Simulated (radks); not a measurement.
Neutral technetium inside a hard spherical wall (all orbitals vanish at R), configuration held at [Kr] 4d5 5s2 and not refilled when levels cross. All-electron calculation, scalar-relativistic Kohn-Sham, PBEsol, spin-unpolarised, spherical densities, finite nucleus; Fermi nuclear charge, rms radius 4.4112 fm. Program: a radial shooting solver on a logarithmic mesh with Libxc functionals. Eigenvalues in eV, with the zero of energy where the potential of the charges vanishes at infinity; a dash marks a level that is unbound or too diffuse for the functional's potential to be trusted. A positive occupied level is held by the wall or, in an anion where self-interaction has pushed it up, behind a barrier. The pressure on the wall is -dE/dV.

[
 {"R (bohr)": "free", "E (hartree)": "-4283.27875", "kinetic (hartree)": "4422.325", "e(4s)": "-73.314", "e(4p)": "-45.301", "e(4d)": "-6.671", "e(5s)": "-5.082", "e(5p, empty)": "-1.378", "e(6s, empty)": "-", "pressure (GPa)": "0"},
 {"R (bohr)": "20", "E (hartree)": "-4283.27875", "kinetic (hartree)": "4422.325", "e(4s)": "-73.314", "e(4p)": "-45.301", "e(4d)": "-6.671", "e(5s)": "-5.082", "e(5p, empty)": "-1.378", "e(6s, empty)": "-", "pressure (GPa)": "< 0.0001"},
 {"R (bohr)": "15", "E (hartree)": "-4283.27875", "kinetic (hartree)": "4422.325", "e(4s)": "-73.314", "e(4p)": "-45.301", "e(4d)": "-6.671", "e(5s)": "-5.081", "e(5p, empty)": "-1.374", "e(6s, empty)": "0.351", "pressure (GPa)": "< 0.0001"},
 {"R (bohr)": "12", "E (hartree)": "-4283.27871", "kinetic (hartree)": "4422.326", "e(4s)": "-73.309", "e(4p)": "-45.296", "e(4d)": "-6.667", "e(5s)": "-5.078", "e(5p, empty)": "-1.344", "e(6s, empty)": "0.924", "pressure (GPa)": "0.000824"},
 {"R (bohr)": "3", "E (hartree)": "-4280.82505", "kinetic (hartree)": "4431.771", "e(4s)": "-55.621", "e(4p)": "-28.253", "e(4d)": "10.793", "e(5s)": "26.159", "e(5p, empty)": "39.624", "e(6s, empty)": "118.66", "pressure (GPa)": "1030"},
 {"R (bohr)": "2.5", "E (hartree)": "-4277.45563", "kinetic (hartree)": "4443.671", "e(4s)": "-43.680", "e(4p)": "-16.273", "e(4d)": "25.025", "e(5s)": "58.514", "e(5p, empty)": "77.041", "e(6s, empty)": "203.69", "pressure (GPa)": "4060"},
 {"R (bohr)": "2", "E (hartree)": "-4267.27921", "kinetic (hartree)": "4477.004", "e(4s)": "-18.117", "e(4p)": "11.094", "e(4d)": "58.251", "e(5s)": "139.44", "e(5p, empty)": "165.08", "e(6s, empty)": "387.34", "pressure (GPa)": "20600"},
 {"R (bohr)": "1.5", "E (hartree)": "-4229.72214", "kinetic (hartree)": "4584.191", "e(4s)": "55.709", "e(4p)": "92.301", "e(4d)": "152.48", "e(5s)": "374.42", "e(5p, empty)": "407.71", "e(6s, empty)": "858.23", "pressure (GPa)": "149000"}
]
